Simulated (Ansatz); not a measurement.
C2H6O2Si, SMILES `CC(=O)O[SiH3]`. The species carries charge 0 and has multiplicity 1. All single points use the PBE0-D4/def2-TZVP geometry.

```xyz
11

C    -0.325   -1.313   -1.424
C    -0.198   -0.053   -0.631
O    -0.444    1.055   -1.034
O     0.229   -0.264    0.622
Si    0.402    1.112    1.594
H     0.639   -1.824   -1.456
H    -0.666   -1.086   -2.430
H    -1.029   -1.986   -0.929
H     0.877    0.544    2.876
H     1.417    2.028    1.030
H    -0.901    1.787    1.782
```

**Question.** What is the dipole moment at r2SCAN/def2-TZVPP? (An estimate is asked.)

**Answer.** Computed: 1.84 D, with components (0.28, -1.79, 0.31) D in this frame, pointing from negative to positive charge.

**Question.** And with PBE, B3LYP, ωB97M-V? (Estimate.)

**Answer.** Computed: PBE 1.76 D, B3LYP 1.81 D, ωB97M-V 1.83 D.

**Question.** Give the Mulliken charges with r2SCAN, B3LYP, ωB97M-V in def2-TZVPP. (Estimate.)

**Answer.** The calculation gave: 
```json
{"atom": "C1", "r2SCAN": "-0.14", "B3LYP": "-0.24", "ωB97M-V": "-0.29"}
{"atom": "C2", "r2SCAN": "0.39", "B3LYP": "0.34", "ωB97M-V": "0.36"}
{"atom": "O3", "r2SCAN": "-0.35", "B3LYP": "-0.32", "ωB97M-V": "-0.34"}
{"atom": "O4", "r2SCAN": "-0.37", "B3LYP": "-0.35", "ωB97M-V": "-0.35"}
{"atom": "Si5", "r2SCAN": "0.44", "B3LYP": "0.43", "ωB97M-V": "0.31"}
{"atom": "H6", "r2SCAN": "0.07", "B3LYP": "0.11", "ωB97M-V": "0.12"}
{"atom": "H7", "r2SCAN": "0.08", "B3LYP": "0.11", "ωB97M-V": "0.12"}
{"atom": "H8", "r2SCAN": "0.07", "B3LYP": "0.11", "ωB97M-V": "0.12"}
{"atom": "H9", "r2SCAN": "-0.07", "B3LYP": "-0.07", "ωB97M-V": "-0.02"}
{"atom": "H10", "r2SCAN": "-0.06", "B3LYP": "-0.05", "ωB97M-V": "-0.01"}
{"atom": "H11", "r2SCAN": "-0.06", "B3LYP": "-0.05", "ωB97M-V": "-0.01"}
```

B3LYP here is the variant with VWN-RPA as its local correlation; programs differ in this.
